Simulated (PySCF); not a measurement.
HI3Si. Atoms are numbered in the order given.

```xyz
5

Si     0.0000     0.0000     0.6900
I     -2.0237    -1.1684    -0.0745
I      0.0000     2.3368    -0.0745
I      2.0237    -1.1684    -0.0745
H      0.0000     0.0000     2.1866
```
Charge 0, spin multiplicity 1.

Geometry optimised at PBE-D3(BJ)/def2-SVP. The def2 effective core potentials stand for the cores of I; spin–orbit coupling is left out.

The numbers are results of PBE/def2-TZVP (PySCF), not measurements.

Isolated molecule, no solvent.

The total energy is -1183.16591 hartree. The point group comes out as C3v. The highest occupied level is -6.55 eV and the lowest empty level comes out as -3.02 eV. The orbital gap is 3.54 eV, the dipole moment is 0.31 D and the quadrupole, principal values (traceless, Buckingham form, about the centre of nuclear charge) is -1.15, 0.58, 0.58 D·Å. The mean static polarisability is 127.8 bohr³ (18.94 Å³) and the polarisability, principal values comes out as 91.1, 146.2, 146.2 bohr³.
